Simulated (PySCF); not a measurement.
**Atomic charges against the basis set**

Compound: HSiCl2SBu, C4H10Cl2SSi.
Bonds: C1–C2, C2–C3, C3–C4, C4–S5, S5–Si6, Si6–Cl7, Si6–Cl8. Hydrogens: H9, H10, H11 on C1; H12, H13 on C2; H14, H15 on C3; H16, H17 on C4; H18 on Si6.

PBE0 throughout (PySCF), one geometry, spherical d and f functions. Isolated species at its PBE0-D3(BJ)/def2-SVP geometry (one conformer only). Atoms taken as equivalent share a column and are averaged. The first 7 of 12 kinds of atom are listed.

Mulliken charges (e):

| basis | functions | C1 | C2 | C3 | C4 | S5 | Si6 | Cl7/Cl8 |
| --- | --- | --- | --- | --- | --- | --- | --- | --- |
| STO-3G | 66 | -0.231 | -0.142 | -0.146 | -0.220 | +0.020 | +0.687 | -0.318 |
| pcSseg-0 | 108 | -0.630 | -0.518 | -0.485 | -0.736 | -0.140 | +0.798 | -0.328 |
| 6-31G | 108 | -0.493 | -0.310 | -0.325 | -0.621 | +0.008 | +0.552 | -0.237 |
| 6-31G* | 148 | -0.527 | -0.317 | -0.340 | -0.521 | -0.066 | +0.512 | -0.223 |
| cc-pVDZ | 178 | -0.079 | -0.095 | -0.087 | -0.145 | -0.128 | +0.440 | -0.197 |
| def2-SVP | 178 | -0.071 | -0.093 | -0.089 | -0.143 | -0.219 | +0.619 | -0.233 |
| pcSseg-1 | 214 | -0.277 | -0.262 | -0.281 | -0.323 | -0.218 | +0.755 | -0.296 |
| aug-cc-pVDZ | 290 | +0.436 | +0.593 | +0.509 | +0.342 | -0.062 | +0.553 | -0.439 |
| 6-311+G(2d,p) | 308 | -0.684 | -0.151 | -0.229 | -0.222 | -0.128 | +0.392 | -0.179 |

IAO charges (e):

```csv
basis,functions,C1,C2,C3,C4,S5,Si6,Cl7/Cl8
STO-3G,66,-0.391,-0.254,-0.258,-0.339,-0.005,+0.652,-0.266
pcSseg-0,108,-0.421,-0.265,-0.264,-0.339,-0.141,+0.662,-0.253
6-31G,108,-0.429,-0.257,-0.260,-0.336,-0.133,+0.662,-0.258
6-31G*,148,-0.409,-0.245,-0.246,-0.324,-0.157,+0.825,-0.294
cc-pVDZ,178,-0.408,-0.244,-0.246,-0.319,-0.158,+0.831,-0.295
def2-SVP,178,-0.398,-0.239,-0.241,-0.315,-0.161,+0.839,-0.291
pcSseg-1,214,-0.407,-0.246,-0.248,-0.323,-0.159,+0.841,-0.297
aug-cc-pVDZ,290,-0.419,-0.250,-0.251,-0.322,-0.162,+0.840,-0.300
"6-311+G(2d,p)",308,-0.421,-0.252,-0.252,-0.329,-0.160,+0.858,-0.302
```

Some averages cover members that differ in this geometry, most widely: Cl7/Cl8, Mulliken in 6-311+G(2d,p) -0.196 to -0.162; Cl7/Cl8, IAO in 6-31G -0.272 to -0.244; Cl7/Cl8, IAO in pcSseg-0 -0.267 to -0.239 e.

Task: Which scheme is steadiest as the basis changes?

Result: Largest range over the bases for any column: IAO 0.21 e, Mulliken 1.12 e. IAO charges move least and Mulliken charges most, counted in e. Without the minimal STO-3G basis the ranges are IAO 0.20, Mulliken 1.12 e.

Task: How much do the charges still move between the two largest bases, aug-cc-pVDZ and 6-311+G(2d,p)?

Result: At most, over all atoms: Mulliken 1.120 e, IAO 0.018 e.

Task: What do the same runs give for the total energy, the frontier levels and the dipole moment?

Result: 
| basis | energy (Eh) | HOMO (eV) | LUMO (eV) | μ (D) |
| --- | --- | --- | --- | --- |
| STO-3G | -1746.3301 | -4.53 | 2.99 | 3.60 |
| pcSseg-0 | -1763.6591 | -7.84 | -0.61 | 3.79 |
| 6-31G | -1765.6732 | -7.60 | -0.45 | 3.94 |
| 6-31G* | -1765.8283 | -7.40 | -0.27 | 3.11 |
| cc-pVDZ | -1765.9246 | -7.34 | -0.13 | 2.76 |
| def2-SVP | -1765.2938 | -7.34 | -0.06 | 2.59 |
| pcSseg-1 | -1765.8205 | -7.53 | -0.41 | 2.99 |
| aug-cc-pVDZ | -1765.9435 | -7.40 | -0.52 | 2.80 |
| 6-311+G(2d,p) | -1766.0016 | -7.40 | -0.55 | 2.74 |

The dipole is fixed by the density alone, so its range of 1.35 D shows that the density itself changes with the basis, not only its division among atoms.
